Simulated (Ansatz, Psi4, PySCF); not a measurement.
C5H11FSi, singlet, geometry from GFN2-xTB, atoms displaced at random by about 0.08 Å a coordinate. Base run: PBE/STO-3G, gradient (PySCF).

PySCF was given this input:
```python
from pyscf import gto, scf, dft

mol = gto.Mole()
mol.atom = '''
    C    -1.94931636   -0.90806890    1.41851509
    C    -0.91187190   -0.04031266    1.31403516
    Si   -0.34469445   -0.04133984   -0.39022497
    C    -0.41923969    1.81747353   -1.14317121
    F    -0.99322786   -0.88502724   -1.48974541
    C     1.73731412   -0.52271061   -0.29773849
    C     2.57126577    0.29398686    0.64633181
    H    -2.46676086   -1.07060333    2.47045024
    H    -2.33417241   -1.73857047    0.73937615
    H    -0.71299197    0.46791442    2.17421144
    H     0.33896254    1.89697805   -2.08309350
    H    -1.37724422    1.95415680   -1.16538005
    H     0.00779312    2.48653480   -0.47666136
    H     1.78450075   -1.47612761    0.19470577
    H     1.97337341   -0.33706978   -1.37967021
    H     2.52471471    1.50919273    0.21462543
    H     3.53409156    0.07193613    0.55602668
    H     2.19062466    0.39031854    1.52278326
'''
mol.basis = 'sto-3g'
mol.verbose = 4
mol.build()

mf = dft.RKS(mol)
mf.xc = 'pbe'
mf.kernel()
g = mf.nuc_grad_method()
grad = g.kernel()
```

Programs used: Ansatz (a first-principles code), Psi4, PySCF; a row that names a program was run with it.

The coordinate followed is z of atom 16.

Each row names what was changed in the base input (with any setting that the change needs).

| change | dE/dx (Eh/bohr) | net force (Eh/bohr) |
|---|---|---|
| base | -0.029346 | 0.000149 |
| finite difference step (bohr) = 0.05; conv_tol = 1e-11 | -0.029323 | - |
| code = ansatz | -0.029345 | 0.000000 |
| conv_tol = 1e-4 | -0.029373 | 0.000149 |
| finite difference step (bohr) = 0.2; conv_tol = 1e-11 | -0.029175 | - |
| grids.level = 0; grid_response = off | -0.029483 | 0.017723 |
| density fitting = on; auxbasis_response = off | -0.029319 | 0.002880 |
| finite difference step (bohr) = 1e-3; conv_tol = 1e-11 | -0.029333 | - |
| code = psi4 | -0.029340 | 0.000456 |
| grids.level = 5; grid_response = on | -0.029345 | 0.000000 |
| conv_tol = 1e-6 | -0.029345 | 0.000149 |
| grid_response = on | -0.029333 | 0.000000 |

The net force is zero for an exact gradient.
